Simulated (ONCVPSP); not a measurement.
What the settings do to the ONCV potential of Ta (Z = 73)

Base potential:

| Quantity | Value |
| --- | --- |
| Element | Ta |
| Generator | ONCVPSP 4.0.1 |
| Type | optimised norm-conserving Vanderbilt (ONCV) |
| Functional | LDA (Perdew-Zunger) |
| Relativity | fully relativistic |
| Frozen core | [Xe] 4f14 |
| Valence charge | 5 |
| Reference configuration | 5d3 6s2 |
| Partial waves | 6s: rc 2.80 bohr, ncon 3, nbas 7, qcut 2.6 1/bohr, 2 projectors, debl 3.2 Ha; p scattering state at 0.31 Ha: rc 2.90 bohr, ncon 4, nbas 7, qcut 2.3 1/bohr, 2 projectors, debl 0.7 Ha; 5d: rc 2.25 bohr, ncon 5, nbas 9, qcut 5.5 1/bohr, 2 projectors, debl 2.5 Ha |
| Local potential | polynomial inside 1.75 bohr (lpopt 5, dvloc0 0 Ha) |
| Core correction | Teter function, fcfact 3, rcfact 1.6 |

Open shells are filled in proportion to 2j + 1.

In the p channel the program set the typed energies aside and used 0.050, 0.750 Ha (j = l + 1/2; the other j can differ).

Cutoffs, loose and tight: the cutoffs (Ha) at which the residual kinetic energy of the hardest occupied pseudo-wave falls to 1 and 0.1 mHa per electron. They do not see the model core or the augmentation charge, which bear on the density cutoff. Test errors are all-electron minus pseudo excitation energies from the reference, over the configurations 5d3 6s1; 5d3 6s0; 5d2 6s0; 5d3 6s1 6p1. A dash means not determined; rows that change the core or the reference have their own tests. The largest error is taken over the tests solved by every variant that gives reliable tests at all: 5d3 6s0; 5d3 6s1; 5d3 6s1 6p1.

A true bound ghost makes a file unfit for plane-wave use even where its test errors are small: the radial tests pick states by their node count and pass the ghost by.

```csv
change,outcome,"cutoff, loose","cutoff, tight",bound ghosts,GHOST(+) flags above zero,largest test error (meV)
base,"generated, projector energies reset by the program",12 Ha,15 Ha,none,"s, p3/2, p1/2",-187
d: nproj 3,"generated, projector energies reset by the program",12 Ha,15 Ha,none,"s, p3/2, p1/2",-186
"d: ncon 4, nbas 8","generated, projector energies reset by the program",12 Ha,14 Ha,none,"s, p3/2, p1/2",-186
s: debl 1.7,"generated, projector energies reset by the program",12 Ha,15 Ha,s,"p3/2, p1/2",-187
"local potential polynomial inside 1.75 bohr (lpopt 5, dvloc0 5 Ha)","generated, projector energies reset by the program",12 Ha,15 Ha,none,"s, p3/2",-187
"all radii but the core radius scaled by about 1.25 (s 3.50, p 3.62, d 2.82 bohr); local potential polynomial inside 2.18 bohr (lpopt 5, dvloc0 0 Ha)","generated, projector energies reset by the program",11 Ha,13 Ha,none,"s, p3/2, p1/2",-219
scalar-relativistic,"generated, projector energies reset by the program",12 Ha,15 Ha,none,"s, p",-196
"core correction Teter function, fcfact 6.5, rcfact 1.6","generated, projector energies reset by the program",12 Ha,15 Ha,none,"s, p3/2, p1/2",-340
d: nbas 8,"generated, projector energies reset by the program",13 Ha,15 Ha,none,"s, p3/2, p1/2",-187
d: rc 2.12,"generated, projector energies reset by the program",13 Ha,16 Ha,none,"s, p3/2, p1/2",-187
```

Question: What comes out with this change to the base: d: qcut 8.2?

Answer: outcome: generated, projector energies reset by the program; cutoff, loose: 14 Ha; cutoff, tight: 17 Ha; bound ghosts: none; GHOST(+) flags above zero: s, p3/2, p1/2; largest test error (meV): -187.

Question: What comes out with this change to the base: reference 5d3 6s1?

Answer: outcome: generated, projector energies reset by the program; cutoff, loose: 13 Ha; cutoff, tight: 15 Ha; bound ghosts: none; GHOST(+) flags above zero: s, p3/2, p1/2; largest test error (meV): -78 over the solved tests; 1 of 4 tests not solved or not reliable.
